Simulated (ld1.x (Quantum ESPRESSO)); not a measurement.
## What one change does to a pseudopotential (indium, PAW)

```
Element                 : In
Generator               : ld1.x (Quantum ESPRESSO) 7.5
Type                    : PAW
Functional              : PBE
Relativity              : scalar-relativistic
Frozen core             : [Kr]
Valence charge          : 13
Reference configuration : 4d10 5s2 5p1
Partial waves           : 5s (bound): rcut 1.95, rcutus 2.20 bohr; 5s channel at 0.35 Ry: rcut 1.95, rcutus 2.20 bohr; 5p (bound): rcut 1.95, rcutus 2.30 bohr; 5p channel at 0.35 Ry: rcut 1.95, rcutus 2.30 bohr; 4d (bound): rcut 1.25, rcutus 1.70 bohr; 4d channel at -0.3 Ry: rcut 1.25, rcutus 1.70 bohr
Local potential         : all-electron potential smoothed inside 1.35 bohr (lloc = -2)
Core correction         : Bessel-smoothed model core inside 1.55 bohr
Augmentation charge     : BG, radius 1.20 bohr
```

Change: local potential all-electron potential smoothed inside 1.24 bohr (lloc = -2).

Cutoffs: the cutoffs (Ry, on a coarse ladder) from which the occupation-weighted sum of valence levels, in a spherical-Bessel basis at the reference potential, stays within 10 and 1 mRy of its value at 400 Ry; they do not see the model core or the augmentation charge, which bear on the density cutoff. Errors are all-electron minus pseudo energies relative to the spin-unpolarised reference configuration.

Predict the effect on cutoff, ghosts and configuration errors.

The potential gets neither clearly harder nor softer (40 Ry and 70 Ry → 40 Ry and 70 Ry); a bound ghost appears in s, which as a rule spoils a file; of the 7 tests that both files solve, the error grows in 1 and shrinks in 2 by more than 15 % and 0.3 meV (median size 5.1 → 2.7 meV). A state that the projectors do not describe sees the local part alone, so a deeper or shallower local part can create or remove a ghost.

```csv
quantity,base,changed
"cutoff, loose",40 Ry,40 Ry
"cutoff, tight",70 Ry,70 Ry
bound ghosts,none,s
"error for 4d10 5s2 5p0, meV [ΔE 5.36 eV]",-1.4,-1.4
"error for 4d10 5s1 5p0, meV [ΔE 24.60 eV]",+8.6,-9.3
"error for 4d10 5s0 5p0, meV [ΔE 52.92 eV]",-8.7,-0.7
"error for 4d9 5s0 5p0, meV [ΔE 109.31 eV]",-243,-244
"error for 4d10 5s1 5p2, meV [ΔE 5.84 eV]",+5.1,-2.7
"error for 4d10 5s2 5p1.3, meV [ΔE -0.53 eV]",0.0,0.0
"error for 4d10 5s0 5p3, meV [ΔE 11.95 eV]",+0.7,+3.7
s: phases at 2.50 bohr within 0.05 rad from the reference energy up to (Ry; the scan ends near 5),to the end of the scan,4.9
p: phases at 2.50 bohr within 0.05 rad from the reference energy up to (Ry; the scan ends near 5),2.4,n/a
d: phases at 2.50 bohr within 0.05 rad from the reference energy up to (Ry; the scan ends near 5),to the end of the scan,to the end of the scan
lowest overlap eigenvalue by channel,"s 0.36, p 0.53, d 0.94","s 0.33, p 0.51, d 0.94"
```

Base: ld1.x warns that Blöchl-style (BG) augmentation functions are not a good idea. Changed file: ld1.x warns that Blöchl-style (BG) augmentation functions are not a good idea. A true bound ghost makes a file unfit for plane-wave use even where its test errors are small: the radial tests pick states by their node count and pass the ghost by.
